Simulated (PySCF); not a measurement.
H6NSi2, doublet, geometry from GFN2-xTB. Base run: M062X/STO-3G (PySCF).

The PySCF input:
```python
from pyscf import gto, scf, dft

mol = gto.Mole()
mol.atom = '''
    Si    1.66704058   -0.21564473    0.06340929
    N     0.00000000    0.00000000    0.00000000
    Si   -1.66704058    0.21564473   -0.06340929
    H     2.07133989   -1.10699091   -1.03241083
    H     2.31973004    1.09264605   -0.08201896
    H     2.01821156   -0.81474582    1.35821990
    H    -2.29077909   -0.60334976    0.98491125
    H    -2.14890177   -0.20387251   -1.38650896
    H    -1.96960063    1.63631295    0.15780760
'''
mol.basis = 'sto-3g'
mol.spin = 1
mol.verbose = 4
mol.build()

mf = dft.UKS(mol)
mf.xc = 'm062x'
mf.kernel()
mf.analyze()
```

Variants of this job, named by their change:

| change | E (Eh) | HOMO (eV) | dipole (D) | <S^2> | core-seconds (rough) | outcome |
|---|---|---|---|---|---|---|
| base | -629.83878 | -4.21 | 0.26 | 0.754 | 10 | converged |
| functional = m06l | -629.80421 | -1.28 | 0.29 | 0.756 | 9 | converged |
| functional = x3lyp | -629.72846 | -2.54 | 0.26 | 0.753 | 5 | converged |
| functional = mn15 | -627.83253 | -3.77 | 0.24 | 0.752 | 20 | converged |
| functional = r2scan | -629.76222 | -1.50 | 0.28 | 0.755 | 10 | converged |
| functional = b97m_v | - | - | - | - | - | cut at the time limit |
| functional = b3lyp5 | -629.69048 | -2.40 | 0.26 | 0.753 | 6 | converged |
| functional = hf | -628.40535 | -6.39 | 0.21 | 0.759 | 0.6 | converged |
| functional = hse06 | -629.56417 | -2.28 | 0.26 | 0.754 | 10 | converged |
| functional = scan | -629.85328 | -1.51 | 0.28 | 0.755 | 10 | converged |
| functional = revpbe | -629.68911 | -1.20 | 0.29 | 0.753 | 5 | converged |
| functional = pbe; dispersion = d3zero | -629.42407 | -1.16 | 0.30 | 0.753 | 5 | converged |
| functional = tpss | -629.89021 | -1.39 | 0.28 | 0.753 | 10 | converged |

Total energies compare only within one method and basis.

Open shells are given as the SCF converged; they aren't shown to be the lowest states, and a large step between rows can be another state.
